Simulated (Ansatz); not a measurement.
Isolated molecules relaxed with PBE0-D4/def2-TZVP in Ansatz; ΔE leaves out vibrations. CBS: MP2 limit from def2 TZ/QZ plus the TZ coupled-cluster correction, frozen cores. This one scheme is used for every species. DFT in def2-TZVPP. B3LYP here is the variant with VWN-RPA as its local correlation; programs differ in this. One conformer a species, not always the lowest.

`C[SiH2]OB(N)F` + `N[SiH2]S` → `NB(F)S` + `C[SiH2]O[SiH2]N`  (redistribution)

```json
{"level": "r2SCAN-D4", "ΔE (kcal/mol)": "1.5", "difference from CCSD(T)/CBS": "0.2"}
{"level": "PBE0-D4", "ΔE (kcal/mol)": "2.1", "difference from CCSD(T)/CBS": "0.8"}
{"level": "B3LYP-D4", "ΔE (kcal/mol)": "1.2", "difference from CCSD(T)/CBS": "-0.1"}
{"level": "ωB97X-V", "ΔE (kcal/mol)": "1.2", "difference from CCSD(T)/CBS": "-0.1"}
{"level": "ωB97M-V", "ΔE (kcal/mol)": "1.5", "difference from CCSD(T)/CBS": "0.2"}
{"level": "B2PLYP", "ΔE (kcal/mol)": "1.1", "difference from CCSD(T)/CBS": "-0.2"}
{"level": "PBE", "ΔE (kcal/mol)": "2.2", "difference from CCSD(T)/CBS": "0.9"}
{"level": "r2SCAN", "ΔE (kcal/mol)": "1.6", "difference from CCSD(T)/CBS": "0.3"}
{"level": "PBE0", "ΔE (kcal/mol)": "2.4", "difference from CCSD(T)/CBS": "1.1"}
{"level": "B3LYP", "ΔE (kcal/mol)": "1.6", "difference from CCSD(T)/CBS": "0.3"}
{"level": "MP2/def2-TZVPP", "ΔE (kcal/mol)": "0.4", "difference from CCSD(T)/CBS": "-0.9"}
{"level": "SCS-MP2/def2-TZVPP", "ΔE (kcal/mol)": "0.4", "difference from CCSD(T)/CBS": "-0.9"}
{"level": "CCSD/def2-TZVPP", "ΔE (kcal/mol)": "1.2", "difference from CCSD(T)/CBS": "-0.1"}
{"level": "CCSD(T)/def2-TZVPP", "ΔE (kcal/mol)": "0.9", "difference from CCSD(T)/CBS": "-0.4"}
{"level": "MP2/def2-QZVPP", "ΔE (kcal/mol)": "0.6", "difference from CCSD(T)/CBS": "-0.7"}
{"level": "SCS-MP2/def2-QZVPP", "ΔE (kcal/mol)": "0.6", "difference from CCSD(T)/CBS": "-0.7"}
{"level": "CCSD(T)/CBS", "ΔE (kcal/mol)": "1.3", "difference from CCSD(T)/CBS": "0"}
```

Largest T1 diagnostic among the species: 0.012.

In def2-TZVPP, CCSD(T) changes the Hartree–Fock value by −1.2 kcal/mol (the triples alone add −0.2 kcal/mol) and MP2 by −1.7 kcal/mol.
